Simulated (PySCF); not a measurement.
Ligand exchange on a metal centre used in film growth or etching (Hf Br-H). Gas-phase values, no solvent.

The dipole moment from two functionals at the same geometries (TPSS-D3(BJ)/def2-SVP), both in PySCF: PBE-D3(BJ)/def2-TZVP and B3LYP-D3(BJ)/def2-TZVP. B3LYP has the VWN-RPA correlation part, as in Gaussian. 

```json
[
 {"species": "0 of 4 Br replaced by H ([Hf(Br)4])", "PBE-D3(BJ)/def2-TZVP (D)": "0.00"},
 {"species": "1 of 4 Br replaced by H ([Hf(Br)3(H)])", "PBE-D3(BJ)/def2-TZVP (D)": "0.37"},
 {"species": "2 of 4 Br replaced by H ([Hf(Br)2(H)2])", "PBE-D3(BJ)/def2-TZVP (D)": "0.06"},
 {"species": "3 of 4 Br replaced by H ([Hf(Br)(H)3])", "PBE-D3(BJ)/def2-TZVP (D)": "0.31"}
]
```

Q: What does B3LYP-D3(BJ)/def2-TZVP give for each?

A: 
- 0 of 4 Br replaced by H ([Hf(Br)4]): 0.00
- 1 of 4 Br replaced by H ([Hf(Br)3(H)]): 0.28
- 2 of 4 Br replaced by H ([Hf(Br)2(H)2]): 0.07
- 3 of 4 Br replaced by H ([Hf(Br)(H)3]): 0.44
Over these rows, drawn at random from the members with no instability flagged (it was tested for open shells, ions and some series alone), PBE minus B3LYP-D3(BJ): mean -0.01 D, from -0.13 D to +0.09 D.
